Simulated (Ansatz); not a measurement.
The cluster Li7H7. Charge 0, multiplicity 3. Geometry PBE-D4/def2-TZVP, that of the neutral singlet; atoms count from 1.

```xyz
14

Li   -0.7472   -2.2107    0.5368
Li    0.0558    1.7365   -1.2813
Li    0.4082   -0.5563    2.0300
Li    1.6828   -0.6075   -0.0817
Li   -0.7028   -0.6181   -1.9406
Li   -2.0958   -0.1311    0.0208
Li    1.5266    2.2348    0.9625
H     0.9542   -1.9188    0.9193
H    -1.5412    0.8972   -1.3343
H    -1.3130   -0.7033    1.5577
H     0.8102    2.9837   -0.3399
H     1.6293    0.5828    1.4123
H    -1.6028   -1.7247   -0.9026
H     0.9357    0.0354   -1.5590
```

At PBE0-D4/def2-TZVP a singlet of charge 0 lies 4.51 eV below the triplet at the same geometry. The structure comes from a short search, and lower isomers may exist.

**Question.** Estimate the Mulliken populations from the PBE0/def2-TZVP orbitals of Ansatz.

**Answer.** 
| atom | charge (e) | spin (α − β) |
| --- | --- | --- |
| Li1 | 0.18 | 0.28 |
| Li2 | 0.55 | 0.08 |
| Li3 | 0.39 | 0.25 |
| Li4 | 0.57 | 0.10 |
| Li5 | 0.37 | 0.12 |
| Li6 | 0.51 | 0.11 |
| Li7 | 0.57 | 0.03 |
| H8 | -0.38 | 0.20 |
| H9 | -0.46 | 0.11 |
| H10 | -0.31 | 0.34 |
| H11 | -0.47 | 0.12 |
| H12 | -0.60 | 0.04 |
| H13 | -0.40 | 0.22 |
| H14 | -0.52 | 0.00 |
Mulliken values and Mayer orders depend strongly on the basis.

**Question.** Where does the spin sit?

**Answer.** Summed by element: Li 0.98, H 1.02, of 2 unpaired in all. Largest on single atoms: H10 0.34, Li1 0.28, Li3 0.25.
